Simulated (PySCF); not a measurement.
The vertical singlet excitations below were computed for one of the candidates. Method used: PySCF, TDDFT CAM-B3LYP/def2-SVPD, vertical, gas phase, core orbitals frozen in the response. Geometries: GFN2-xTB, one conformer each.

```json
{"state": "S1", "E (eV)": "4.69", "λ (nm)": "264.4", "f": "0.0025"}
{"state": "S2", "E (eV)": "5.05", "λ (nm)": "245.6", "f": "0.065"}
{"state": "S3", "E (eV)": "5.73", "λ (nm)": "216.4", "f": "0.0071"}
{"state": "S4", "E (eV)": "6.57", "λ (nm)": "188.6", "f": "0.024"}
{"state": "S5", "E (eV)": "6.73", "λ (nm)": "184.2", "f": "0.0021"}
{"state": "S6", "E (eV)": "6.96", "λ (nm)": "178.1", "f": "0.166"}
{"state": "S7", "E (eV)": "6.98", "λ (nm)": "177.7", "f": "0.0004"}
{"state": "S8", "E (eV)": "7.36", "λ (nm)": "168.5", "f": "0.0001"}
```

Question: Which structure fits? All have the formula C3H4O3Si.
A. `O=C1OC=CO[SiH2]1`
B. `O=C1CC(=O)[SiH2]O1`
C. `[C@@H]1([SiH2]C(O1)=O)C=O`
D. `C=C1O[SiH2]OC1=O`

Answer: A. Its S1 lies at 4.69 eV; the nearest of the others has S1 at 5.10 eV. S1 is HOMO-1→LUMO (94%). Löwdin shares by element: HOMO carbon 53% or more, oxygen 34% or more; LUMO oxygen 37% or more, carbon 34% or more, silicon 14% (atoms not listed hold the other 15%). At the same level the other candidates give, for their lowest levels:
- `O=C1CC(=O)[SiH2]O1`: 3.29 eV (f 0.001); 5.65 eV (f 0.000); 5.87 eV (f 0.023); 6.37 eV (f 0.002); 6.61 eV (f 0.002); T1 2.65 eV; HOMO -8.86, LUMO -0.92 eV
- `C=C1O[SiH2]OC1=O`: 5.10 eV (f 0.000); 5.72 eV (f 0.254); 6.46 eV (f 0.000); 6.76 eV (f 0.021); 7.48 eV (f 0.080); T1 3.49 eV; HOMO -8.91, LUMO -0.37 eV
- `O=C[C@@H]1OC(=O)[SiH2]1`: 4.23 eV (f 0.001); 4.87 eV (f 0.003); 5.97 eV (f 0.027); 6.52 eV (f 0.005); 6.66 eV (f 0.110); T1 3.67 eV; HOMO -9.47, LUMO -0.72 eV
Triplets come from the Tamm–Dancoff approximation.
